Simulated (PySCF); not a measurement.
## GaCl₂: breathing scan

These are results of UwB97X/[Ga def2-TZVP, Cl def2-TZVP], no relativity, density fitting, PySCF, not measurements.

Rigid scan from the doublet minimum (Ga–Cl 2.155 Å (×2); Cl–Ga–Cl 119.2°). Coordinate: all bonds to the central atom scaled together. Energies in kJ/mol from the minimum.

```
scale of all bonds to the centre  E (kJ/mol)  dipole size (D)  ⟨S²⟩
                            0.88       143.4             0.50  0.75
                            0.92        55.1             0.90  0.75
                            0.96        11.9             1.32  0.75
                            1.00         0.0             1.74  0.75
                            1.04         9.1             2.16  0.76
                            1.08        31.7             2.56  0.76
                            1.14        79.8             3.09  0.76
                            1.22       152.9             3.66  0.78
                            1.35       261.6             4.30  0.80
```

Other isomers or separated fragments may lie lower.
